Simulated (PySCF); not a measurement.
CLiN, SMILES [Li][N][C] (connectivity only; charge and spin as stated), neutral, multiplicity 1.

The structure is a stationary point at PBE-D3(BJ)/def2-TZVPD.

Two levels are set side by side: TDA-PBE/def2-TZVPD (PySCF) and TDA-B3LYP/def2-TZVPD (PySCF). Vertical, same geometry. The lowest singlet is HOMO→LUMO 100 % with PBE and HOMO→LUMO 100 % with the other functional; states are paired by order. Differences are taken from unrounded values.

| quantity | TDA-B3LYP | TDA-PBE | TDA-PBE minus TDA-B3LYP |
|---|---|---|---|
| lowest singlet excitation (eV) | 4.27 | 3.46 | -0.81 |
| lowest triplet excitation (TDA) (eV) | 4.22 | 3.38 | -0.84 |

Functionals without exact exchange tend to place singlet excitations lower, as here. Differences between two approximate levels are no errors against the true value.

Rough cost on one machine, each run with all the roots and properties that it gave: TDA-B3LYP against TDA-PBE within a factor of 2.
